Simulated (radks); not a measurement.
Task: The carbon ion C4+, [He]. Calculated with a radial shooting solver on a logarithmic mesh with Libxc functionals: non-relativistic Kohn-Sham, exchange-only LDA, spin-polarised, spherical densities, point nucleus. Every spin shell is full or empty, so the densities are truly spherical. Functionals are evaluated on that one density, not self-consistently. Rank these exchange functionals by their error against the exact value of the orbitals, and give that value: LDA, B88, PBEsol, RPBE, PW86, G96, EV93, revTPSS, r2SCAN, MS2, TASK.

Result: Exact: -3.49162 hartree. From best to worst, with 100 (|E| - |E exact|)/|E exact| (equal figures are ties): PW86 +0.01, RPBE -0.09, revTPSS +0.12, TASK +0.16, r2SCAN +0.16, G96 -0.17, MS2 +0.21, B88 -0.59, EV93 +4.09, PBEsol -6.10, LDA -14.09.
